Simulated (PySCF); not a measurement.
All values below come from TPSSh-D3(BJ)/def2-TZVP // r2SCAN-D4/def2-SVP run with PySCF. All species are isolated molecules in the gas phase. One relaxed conformer stands for a flexible species; it need not be the lowest. 

Reference species: [Ti(F)4] (neutral, multiplicity 1).

HOMO: -11.39 eV
HOMO–LUMO gap: 7.79 eV
LUMO: -3.60 eV
charge on the central atom (Mulliken): 1.65 e

After one change: the HOMO rises by 4.97 eV; the HOMO–LUMO gap drops by 2.88 eV; the LUMO goes up by 2.09 eV; the charge on the central atom (Mulliken) drops by 0.12 e.

Problem. What was changed between the two runs? The new species is one of these.
A. [Ti(F)2(NH2)2]
B. [Ti(NH2)4]
C. [Ti(F)3(NH2)]
D. [Ti(F)(NH2)3]

Solution. D, [Ti(F)(NH2)3]
